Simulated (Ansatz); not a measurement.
BH7SeSi2. Total charge 0; spin multiplicity 1. The bonds changed during the relaxation, so this is another structure than the one it started from. Geometry: relaxed with PBE0-D4/def2-TZVP. It is one conformer, not always the lowest.

```xyz
11

B    -0.828    1.290   -0.660
Si   -0.929   -0.537   -1.349
Se    1.196    0.323   -0.736
Si    1.120   -0.419    1.434
H    -0.789    2.173   -1.465
H    -1.094    1.509    0.484
H    -0.832   -0.882   -2.789
H    -1.180   -1.764   -0.552
H     2.013   -1.596    1.567
H    -0.276   -0.782    1.769
H     1.600    0.686    2.297
```

(1) What is the dipole moment at ωB97M-V/def2-TZVPP? (Estimate.)

(2) And with PBE, r2SCAN, B3LYP? (An estimate is asked.)

(3) Give the Mulliken charges with ωB97M-V, B3LYP, r2SCAN in def2-TZVPP. (Best estimate.)

Answers

(1) Ansatz gave: 1.77 D, with components (0.29, -1.64, 0.59) D in this frame, pointing from negative to positive charge.

(2) Computed: PBE 1.72 D, r2SCAN 1.74 D, B3LYP 1.73 D.

(3) The calculation gave: 
```
atom  ωB97M-V  B3LYP  r2SCAN
  B1    -0.33  -0.18   -0.18
 Si2     0.08   0.15    0.19
 Se3    -0.07  -0.07   -0.05
 Si4     0.12   0.24    0.26
  H5     0.10   0.04    0.02
  H6     0.10   0.05    0.02
  H7    -0.01  -0.05   -0.06
  H8     0.00  -0.05   -0.06
  H9     0.00  -0.04   -0.05
 H10     0.01  -0.03   -0.04
 H11     0.00  -0.04   -0.05
```

B3LYP here is the variant with VWN-RPA as its local correlation; programs differ in this.
